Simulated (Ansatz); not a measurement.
A nudged elastic band was laid between two geometries of C₂H₅NSSe (10 atoms, charge 0, multiplicity 1).

Theory: RKS B3LYP-D4/def2-mTZVP in Ansatz.

```yaml
movable_images: 7
climbing_image: yes
spring: 5.0 eV/Å²
optimiser: quadratic models (default)
start_path: IDPP
force_threshold: 0.05 eV/Å
iteration_limit: 54
end_points: relaxed
```

Initial state:

```xyz
10
Properties=species:S:1:pos:R:3
N -0.449 -0.023 1.268
C 0.215 0.142 0.053
S 2.000 -0.137 0.152
C -0.491 -0.134 -1.195
Se -0.131 1.831 -1.170
H -0.028 0.507 2.023
H -1.443 0.175 1.213
H 1.900 -1.356 0.751
H -1.540 -0.396 -1.122
H 0.050 -0.660 -1.969
```

Final state:

```xyz
10
Properties=species:S:1:pos:R:3
N -0.616 0.088 1.365
C 0.153 -0.028 0.213
S 1.773 -0.739 0.629
C -0.497 -0.325 -1.057
Se 0.183 1.545 -1.246
H -0.183 0.648 2.090
H -1.565 0.400 1.192
H 2.428 -0.198 -0.421
H -1.580 -0.404 -1.051
H -0.013 -1.038 -1.711
```

Question: What changes between the two ends?

Answer: No bond is made or broken. The dihedral C4–C2–S3–H8 goes from -98 to 60°.

Question: What energy profile does the band end with?

Answer: The forces met the threshold. The highest image is number 4 of 0 to 8, 19.2 kJ/mol above the first end and 15.8 kJ/mol above the last; the last end lies 3.4 kJ/mol above the first. A vibrational analysis at the climbing image gives one clearly imaginary mode, 242i cm⁻¹: a first-order saddle point.

```csv
image,path coordinate (Å),energy (kJ/mol),dihedral C4–C2–S3–H8 (°)
0,0.00,0.0,-98
1,0.38,2.8,-80
2,0.77,9.5,-60
3,1.15,16.4,-39
4,1.53,19.2,-17
5,1.88,16.9,4
6,2.23,11.2,24
7,2.58,5.6,43
8,2.92,3.4,60
```

Question: What is the geometry of the highest image?

Answer: 
```xyz
10
Properties=species:S:1:pos:R:3:forces:R:3
N -0.567 0.395 1.322 -0.01 0.03 -0.02
C 0.203 0.139 0.182 0.01 -0.03 -0.03
S 1.919 -0.250 0.580 0.01 -0.01 -0.01
C -0.449 -0.428 -0.992 -0.01 0.01 0.02
Se -0.105 1.465 -1.512 0.00 0.00 0.01
H -0.087 0.958 2.015 -0.01 0.00 0.01
H -1.450 0.837 1.087 -0.01 0.00 0.02
H 2.005 -1.338 -0.218 0.01 0.01 0.01
H -1.495 -0.689 -0.876 0.00 0.00 0.00
H 0.108 -1.141 -1.586 0.00 0.00 0.00
```

Question: What are the harmonic wavenumbers there?

Answer: 242i, 158, 212, 311, 355, 411, 433, 560, 612, 798, 854, 937, 994, 1066, 1082, 1310, 1385, 1507, 1709, 2643, 3111, 3189, 3501, 3585 cm⁻¹.

Time of the run: 3.6 min on 2 threads of Arm Neoverse V2 (shared host), peak memory 0.33 GiB.
